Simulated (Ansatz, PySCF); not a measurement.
Complex: H2O (SMILES O) (first 3 atoms) with GeH4 (SMILES [GeH4]); geometry from B3LYP-D3(BJ)/def2-TZVP, rigid monomers moved along the line of their centres of mass till O1···Ge4 is 2.95 Å.
(charge 0, multiplicity 1):
```xyz
8

O      0.2621    -0.1240     0.4007
H     -0.6530     0.0334     0.1450
H      0.7021     0.7273     0.3054
Ge    -0.1270    -0.0505     3.3215
H     -0.3569     0.0333     4.8430
H     -0.5567     1.2875     2.6982
H     -0.9801    -1.1900     2.7515
H      1.3611    -0.3008     3.0531
```

Monomers are frozen at their geometry in the pair; levels with a basis set take the counterpoise correction.

Frozen-core correlation. Filled d and f shells under p-block atoms count as core. CBS(a, b) extrapolates the correlation energy as X⁻³ and adds the Hartree–Fock energy of set b.

Programs: Ansatz (Gaussian orbitals); PySCF for the dispersion terms. Values without a source in brackets are computed.

PBE/def2-TZVPPD gives 1.8 kJ/mol for the interaction energy.

**Question.** Where do these levels fall relative to PBE: PBE-D3(BJ)/def2-TZVPPD, r2SCAN/def2-TZVPPD, PBE0/def2-TZVPPD, wB97M-V/def2-TZVPPD, MP2/CBS(aug-cc-pVDZ, aug-cc-pVTZ), CCSD(T)/CBS(aug-cc-pVDZ, aug-cc-pVTZ).

**Answer.** PBE-D3(BJ)/def2-TZVPPD -3.8; r2SCAN/def2-TZVPPD -3.7; PBE0/def2-TZVPPD -0.6; wB97M-V/def2-TZVPPD -4.8; MP2/CBS(aug-cc-pVDZ, aug-cc-pVTZ) -3.7; CCSD(T)/CBS(aug-cc-pVDZ, aug-cc-pVTZ) -4.3 kJ/mol. 0 of 6 lie above PBE; the widest gap is to wB97M-V/def2-TZVPPD.

Ansatz is a quantum-chemistry and plane-wave program.
